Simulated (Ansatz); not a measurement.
`BNC(=N)F` and `C=NC(=N)F` differ in one atom or group.

Ansatz, PBE0-D4/def2-TZVP geometries, multiplicity 1. Each molecule was computed in one conformer, which needn't be the lowest.

```tsv
property	`BNC(=N)F`
zero-point energy (PBE0-D4/def2-TZVP) / kJ/mol	166.1
ideal-gas entropy at 298 K and 1 bar (rigid rotor, harmonic PBE0-D4/def2-TZVP) / J/(mol·K)	304
LUMO energy (PBE0/def2-TZVPP) / eV	-1.10
LUMO energy (ωB97M-V/def2-TZVPP) / eV	0.87
HOMO energy (B3LYP/def2-TZVPP) / eV	-8.08
HOMO energy (PBE/def2-TZVPP) / eV	-7.05
```

Task: What does the change do to each property? (Estimate.)

Result: Computed: 
| property | `C=NC(=N)F` | shift |
| --- | --- | --- |
| zero-point energy (PBE0-D4/def2-TZVP) / kJ/mol | 145.5 | -20.6 |
| ideal-gas entropy at 298 K and 1 bar (rigid rotor, harmonic PBE0-D4/def2-TZVP) / J/(mol·K) | 297 | -7 |
| LUMO energy (PBE0/def2-TZVPP) / eV | -2.10 | -1.00 |
| LUMO energy (ωB97M-V/def2-TZVPP) / eV | 0.12 | -0.75 |
| HOMO energy (B3LYP/def2-TZVPP) / eV | -8.38 | -0.30 |
| HOMO energy (PBE/def2-TZVPP) / eV | -6.97 | 0.08 |

With PBE0 the HOMO falls by 0.32 eV and the LUMO falls by 1.00 eV, so the gap narrows by about 0.68 eV. PBE moves the HOMO by 0.08 eV and ωB97M-V by -0.48 eV. The zero-point energy changes by -20.6 kJ/mol with -3 modes.

B3LYP here is the variant with VWN-RPA as its local correlation; programs differ in this.
